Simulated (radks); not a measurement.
Initial-state core-level shifts of the praseodymium ion Pr+ when its valence configuration changes from [Xe] 4f3 6s1. Method: scalar-relativistic Kohn-Sham, r2SCAN, spin-polarised, spherical densities, finite nucleus; open shells are filled with parallel spins first (spin-orbit coupling, left out, can overturn this in heavy ions); meta-GGA in the generalised Kohn-Sham scheme; Fermi nuclear charge, rms radius 4.8919 fm; computed with a radial shooting solver on a logarithmic mesh with Libxc functionals. Shifts are changes of the shell-averaged eigenvalues in eV (positive: less bound); the change of the density at the nucleus, which sets a Mossbauer isomer shift, is in e/bohr^3, on a base of 4.334e+05.

valence                  2s       3s      4p      4d  density at nucleus
4f3 6s0.5 6p0.5      -0.558   -0.551  -0.557  -0.559              -11.05
4f3 6p1              -1.094   -1.078  -1.090  -1.094              -20.80
4f2 6s2              -9.613  -10.531  -9.784  -9.436              +52.77
4f3 5d0.5 6p0.5      +0.359   +0.332  +0.346  +0.359              -21.94
4f2 5d0.5 6s1 6p0.5  -8.739   -9.690  -8.942  -8.584              +26.29
4f3 5d1              +1.824   +1.758  +1.798  +1.828              -22.85
4f2.5 6s1.5          -4.547   -4.964  -4.656  -4.501              +23.62
4f2.5 5d0.5 6p1      -4.442   -4.888  -4.572  -4.405              -10.92
4f4                  +5.941   +6.488  +6.199  +6.015              -35.19
